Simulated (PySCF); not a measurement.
**CH12OSi4**

The system: CH12OSi4, a small molecule; neutral, singlet. The structure, one conformer, was relaxed in the gas phase by PBE0-D3(BJ)/def2-SVP. No frequency run checks that it is a minimum.

SMILES: CO[Si]([SiH3])([SiH3])[SiH3]

Coordinates in Å:
```
Si1    -1.462   -1.618   -0.592
Si2    -0.172    0.216    0.135
Si3     1.129    0.918   -1.701
Si4    -1.574    1.958    0.826
O5      0.782   -0.184    1.459
C6      1.781   -1.164    1.415
H7     -2.319   -1.172   -1.735
H8     -2.343   -2.130    0.503
H9     -0.593   -2.741   -1.066
H10     1.991    2.087   -1.340
H11     2.008   -0.183   -2.205
H12     0.203    1.324   -2.805
H13    -2.433    1.524    1.970
H14    -0.770    3.150    1.239
H15    -2.451    2.340   -0.324
H16     1.376   -2.164    1.169
H17     2.566   -0.927    0.672
H18     2.259   -1.226    2.405
```

Shieldings: GIAO PBE0/pcSseg-1. Shifts are against computed references at the same level: C TMS (σ 184.4 ppm), H TMS (σ 31.27 ppm), Si TMS (σ 352.0 ppm). Core levels by delta-SCF with SCAN, pcX-2 on the ionised atom and pcseg-1 elsewhere, spin-free X2C (2p3/2 is the spin-free 2p value less a third of a first-order spin-orbit splitting); from the vacuum level, for chosen atoms.

(1) Give the NMR and core-level values of the distinct atoms.

(2) By CAM-B3LYP/def2-SVPD (TDDFT singlets, Tamm-Dancoff triplets, ionisation by delta-SCF), where does absorption start, and what does vertical ionisation take?

Answers

(1) 
```
      atoms   bonded to  σ (ppm)  δ (ppm)  core level (eV)
        Si1  1 Si + 3 H    463.1   -111.1     2p3/2 106.30
        Si2  1 O + 3 Si    350.7      1.3     2p3/2 106.43
        Si3  1 Si + 3 H    462.6   -110.7     2p3/2 106.29
        Si4  1 Si + 3 H    454.3   -102.4     2p3/2 106.37
         O5  1 C + 1 Si    355.4        -        1s 537.74
         C6   1 O + 3 H    128.8     55.6                -
   H7 H8 H9        1 Si    27.64     3.62                -
H10 H11 H12        1 Si    27.63     3.64                -
H13 H14 H15        1 Si    27.59     3.68                -
H16 H17 H18         1 C    27.87     3.40                -
```

Values are those of this one static structure, with the three H of a rotating XH3 group averaged; atoms that internal rotation interchanges would show their mean in an NMR spectrum.

(2) The lowest singlet lies at 5.50 eV (f 0.010), the strongest of the first 6 at 6.84 eV (f 0.128), the lowest triplet at 4.96 eV; vertical ionisation takes 9.11 eV.

The 3 runs behind this took 2.2 min in all, one thread each of AMD EPYC 9R45 96-Core on a shared host, launched as `OMP_NUM_THREADS=1 python cluster_run.py task.json out`.
